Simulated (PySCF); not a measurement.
AlCl4, charge -1. Atoms are numbered in the order given.

```xyz
5

Cl    -1.2592     1.2592    -1.2592
Al     0.0000     0.0000     0.0000
Cl     1.2592     1.2592     1.2592
Cl     1.2592    -1.2592    -1.2592
Cl    -1.2592    -1.2592     1.2592
```
Charge -1, spin multiplicity 1.

The structure is a stationary point at B3LYP-D3(BJ)/def2-SVPD.

Level of theory: PBE0/pcSseg-1 (PySCF).

GIAO shieldings, no solvent; atoms alike by connectivity are averaged. δ = σ(ref) − σ: ³⁵Cl against HCl (σ = 945.9 ppm), references at their B3LYP-D3(BJ)/def2-TZVP geometries, non-relativistic (without spin–orbit terms, shifts of atoms bonded to Cl or Br come out too high).

Problem. Estimate the chemical shifts. (Estimate from the structure and the level; the computed values follow.)

Solution. 
```csv
nucleus,atoms,count,δ (ppm)
³⁵Cl,"Cl1, Cl3, Cl4, Cl5",4,11.6
```
